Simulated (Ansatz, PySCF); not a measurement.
Energy difference 4 R1 + R2 → 3 P1 + P2 + P3, each structure at its B3LYP-D3(BJ)/def2-TZVP stationary point, reached from a drawn start (curvature not checked).
P1, CH4 (SMILES C) (charge 0, multiplicity 1, Z-matrix in Å and degrees):
```
C
H 1 1.0893
H 1 1.0893 2 109.47
H 1 1.0893 2 109.47 3 -120.00
H 1 1.0893 2 109.47 3 120.00
```
R1: H2 (SMILES [H][H]), charge 0, multiplicity 1.
P2, HF (SMILES F) (charge 0, multiplicity 1):
| atom | x (Å) | y (Å) | z (Å) |
|---|---|---|---|
| F | 0.0000 | 0.0000 | 0.4622 |
| H | 0.0000 | 0.0000 | -0.4622 |
P3: SiH4 (SMILES [SiH4]), charge 0, multiplicity 1.
R2, C3H9FSi (SMILES C[Si](C)(C)F) (charge 0, multiplicity 1):
```
atom    x (Å)    y (Å)    z (Å)
----  -------  -------  -------
Si     0.0747  -0.0267   0.4280
F      0.3525  -0.1259   2.0205
C      1.4380  -0.9647  -0.4314
C      0.0949   1.7819  -0.0260
C     -1.5939  -0.7953   0.1081
H      1.4488  -2.0129  -0.1251
H      1.3055  -0.9343  -1.5158
H      2.4161  -0.5368  -0.2019
H     -0.6763   2.3328   0.5163
H     -0.0879   1.9151  -1.0952
H      1.0602   2.2359   0.2074
H     -2.3810  -0.2687   0.6516
H     -1.6118  -1.8418   0.4195
H     -1.8399  -0.7586  -0.9562
```

P less R. No zero-point or thermal terms.

Programs: Ansatz (an electronic-structure program); PySCF for the D3/D4 terms. Each number belongs to the level named beside it.

One of these levels gives 31.5 kJ/mol for the reaction energy. Which?
A. PBE-D4/def2-TZVPP
B. PBE0/def2-TZVPP
C. CAM-B3LYP-D3(BJ)/def2-TZVPP
D. HF/cc-pV(D+d)Z

B, PBE0/def2-TZVPP. The others give -45.2 (HF/cc-pV(D+d)Z), 54.3 (PBE-D4/def2-TZVPP), 42.2 (CAM-B3LYP-D3(BJ)/def2-TZVPP)
